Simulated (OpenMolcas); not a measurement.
**InSiH3OF (SMILES [F][In][O][SiH3]): the vertical energy of the quartet above the doublet, rung by rung**

InSiH3OF has 7 atoms, charge 0, and is taken as a doublet. As SMILES, `[F][In][O][SiH3]`. The shape is that of a PBE0-D4/def2-TZVP optimisation. This is one conformer, not always the lowest.

Quantity: the vertical energy of the quartet above the doublet, in eV. The values are calculated.

```
                             level           kind     program  value (eV)  CPU time (all runs)
     UHF/def2-SVP (core potential)   Hartree–Fock  OpenMolcas        4.61                 28 s
  USVWN5/def2-SVP (core potential)            LDA  OpenMolcas        5.32              4.7 min
   UBLYP/def2-SVP (core potential)            GGA  OpenMolcas        5.30                4 min
U-r2SCAN/def2-SVP (core potential)       meta-GGA  OpenMolcas        5.27              2.9 min
   UTPSS/def2-SVP (core potential)       meta-GGA  OpenMolcas        5.29              3.6 min
  UB3LYP/def2-SVP (core potential)  global hybrid  OpenMolcas        5.59              2.2 min
  UBHLYP/def2-SVP (core potential)  global hybrid  OpenMolcas        5.58              1.8 min
   UPBE0/def2-SVP (core potential)  global hybrid  OpenMolcas        5.55              2.1 min
```

Spin-orbit coupling, which can split open shells on such heavy atoms by tenths of an eV, is left out. The values span 4.61 to 5.59 eV. CPU times are rough (shared hosts, several kinds of processor and program).
